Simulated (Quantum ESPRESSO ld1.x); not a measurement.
Q: Species: Te2+. Configuration: [Kr] 4d10 5s2 5p2. Method: Dirac Kohn-Sham, exchange-only PBE, spin-unpolarised, spherical densities, point nucleus; open shells fill j = l - 1/2 first; computed with ld1.x of Quantum ESPRESSO 7.5. Some entries of the table are withheld. Estimate them.

| orbital | occ. | eigenvalue (eV) | <1/r> (bohr^-1) |
|---|---|---|---|
| 1s1/2 | 2 | -31626.2 | 55.58 |
| 2s1/2 | 2 | -4863.39 | 12.94 |
| 2p1/2 | 2 | -4557.76 | 12.93 |
| 2p3/2 | 4 | -4283.22 | 11.96 |
| 3s1/2 | 2 | -981.878 | 4.602 |
| 3p1/2 | 2 | -856.255 | (1) |
| 3p3/2 | 4 | -805.094 | (2) |
| 3d3/2 | 4 | (3) | 4.126 |
| 3d5/2 | 6 | (4) | 4.065 |
| 4s1/2 | 2 | -181.831 | 1.836 |
| 4p1/2 | 2 | -138.663 | 1.723 |
| 4p3/2 | 4 | -128.933 | 1.646 |
| 4d3/2 | 4 | -60.0861 | 1.383 |
| 4d5/2 | 6 | -58.6135 | 1.363 |
| 5s1/2 | 2 | -31.4115 | (5) |
| 5p1/2 | 2 | -21.8807 | 0.5554 |
| 5p3/2 | 0 | -20.8422 | 0.5329 |
| 6s1/2 | 0 | -10.2104 | 0.2779 |
| 4f5/2 | 0 | -4.6403 | 0.2223 |
| 4f7/2 | 0 | -4.6385 | 0.2219 |

A: 
(1) 3p1/2 <1/r> (bohr^-1): 4.512
(2) 3p3/2 <1/r> (bohr^-1): 4.274
(3) 3d3/2 eigenvalue (eV): -583.536
(4) 3d5/2 eigenvalue (eV): -572.836
(5) 5s1/2 <1/r> (bohr^-1): 0.6552
